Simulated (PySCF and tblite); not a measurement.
Values are calculated unless marked as measured or tabulated.
C₇H₆O, numbered as in [O:1]=[c:2]1[cH:3][cH:4][cH:5][cH:6][cH:7][cH:8]1.

Conformers came from 60 starts (ETKDG and KDG, MMFF94s, GFN2-xTB); geometries are GFN2-xTB. Free energies are B3LYP-D3(BJ)/def2-SVP (IEF-PCM, chloroform) single points with GFN2-xTB rigid-rotor and vibrational terms (modes under about 100 cm⁻¹ blended into free rotors). Symmetry numbers and mirror images are counted. Conformers within 2.5 kcal/mol (GFN2-xTB free energy) were kept, 6 at most. GIAO shieldings: B97-2/pcSseg-1 (IEF-PCM, chloroform). Shifts are against TMS (¹H), TMS (¹³C) at the same level. Run with PySCF (density fitting) and tblite.

Task: What shifts does this protocol give at 298.15 K under fast conformational exchange?

Result: ¹H: 7.55 (H4/H7, 2H), 7.40 (H5/H6, 2H), 7.27 (H3/H8, 2H) ppm. ¹³C: 186.9 (C2), 150.3 (C3/C8), 141.3 (C5/C6), 140.5 (C4/C7) ppm.

Shifts are unscaled: against experiment ¹³C can be off by 15 ppm or more and ¹H by 0.8 ppm.
